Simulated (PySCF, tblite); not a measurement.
Isomers of C6H9FSSi. All values are computed: GFN2-xTB (tblite) harmonic vibrations without scaling, gas phase. This tight-binding method is rough: wavenumbers can miss measured ones by several per cent, in bad cases by 10 to 20. Modes of hydrogen on silicon can be 10 to 20 % off. One conformer each.

Electronic energies: PBE0/pcSseg-1 single points on the GFN2-xTB geometries (PySCF, gas phase).

| SMILES | electronic energy, lowest = 0 (kJ/mol) |
| --- | --- |
| CC#C[C@@]1(F)C[SiH2]SC1 | 37.4 |
| C#C[C@@H]1CSC[C@H](F)[SiH2]1 | 147.6 |
| C=C1CC(F)=C(S[SiH3])C1 | 21.3 |
| CCc1cc([SiH3])sc1F | 0.0 |

Question: How do GFN2-xTB zero-point energies change the relative energies?

Answer: 
```csv
SMILES,ZPE (kJ/mol),of it from modes above 1550 cm⁻¹,electronic (kJ/mol),"with ZPE, lowest = 0 (kJ/mol)",lowest mode (cm⁻¹),rings
CCc1cc([SiH3])sc1F,333.1,159.1,0.0,0.0,27,1
C=C1CC(F)=C(S[SiH3])C1,333.0,170.7,21.3,21.3,20,1
CC#C[C@@]1(F)C[SiH2]SC1,337.1,167.9,37.4,41.5,8,1
C#C[C@@H]1CSC[C@H](F)[SiH2]1,335.3,167.4,147.6,149.8,56,1
```

The zero-point energies span 4.1 kJ/mol, from `C=C1CC(F)=C(S[SiH3])C1` to `CC#C[C@@]1(F)C[SiH2]SC1`. The order is unchanged.

Question: And how do the electronic energies of GFN2-xTB itself compare?

Answer: `CCc1cc([SiH3])sc1F` 24.9; `C=C1CC(F)=C(S[SiH3])C1` 0.0; `CC#C[C@@]1(F)C[SiH2]SC1` 59.0; `C#C[C@@H]1CSC[C@H](F)[SiH2]1` 194.5 kJ/mol, lowest = 0. Against the energies above, taken from the same isomer `CCc1cc([SiH3])sc1F`, the largest difference is 46.2 kJ/mol.
